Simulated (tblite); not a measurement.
I4Ti (SMILES [I][Ti]([I])([I])[I]), singlet, at a GFN2-xTB geometry (such geometries of metal compounds can be far from the true shape); IPEA1-xTB (tblite).

Input for tblite:
```
$ tblite run mol.xyz --method ipea1 --charge 0 --spin 0 --json tblite.json --no-restart

# file mol.xyz
5

Ti    -0.00000000     0.00000000    -0.00000000
I      2.09524070    -0.59546698    -1.49603154
I      0.78783176     0.44202976     2.48327520
I     -1.17364265     2.16819622    -0.95090116
I     -1.70942982    -2.01475900    -0.03634250
```

Output, abridged:

```
xTB calculator
 | screened Coulomb repulsion
 | Coulomb electrostatics
 |  * isotropic Klopman-Ohno-Mataga-Nishimoto electrostatics
 |  * onsite third-order electrostatics
 | DFT-D3(BJ) dispersion correction

halogen bonding energy    0.0000000000000E+00 Eh
repulsion energy          3.4421387383094E-02 Eh
dispersion energy        -4.7388442515808E-03 Eh
number of electrons       3.2000000000000E+01 e
integral cutoff           4.0000000000000E+01 bohr

------------------------------------------------------------
  cycle        total energy    energy error   density error
------------------------------------------------------------
      1     -15.11894659351  -1.5148629E+01   6.9170955E-01
      2      31.96311346594   4.7082060E+01   2.9270556E+00
      3     -17.18108814315  -4.9144202E+01   2.6427406E-01
      4     -14.96515413228   2.2159340E+00   5.1425670E-01
      5     -17.15319760461  -2.1880435E+00   1.1466747E-01
      6     -17.18340952475  -3.0211920E-02   6.9411401E-02
      7     -17.18543277454  -2.0232498E-03   6.4262171E-02
      8     -17.19701095904  -1.1578184E-02   2.2516445E-02
      9     -17.19838117368  -1.3702146E-03   2.0922074E-03
     10     -17.19839472905  -1.3555374E-05   1.3796438E-04
     11     -17.19839482084  -9.1786465E-08   1.1839700E-05
------------------------------------------------------------

electronic energy        -1.7228077363970E+01 Eh
total energy             -1.7198394820838E+01 Eh

Post processing:
 | Mayer-Wiberg bond orders

[Info] JSON dump of results written to 'tblite.json'
```
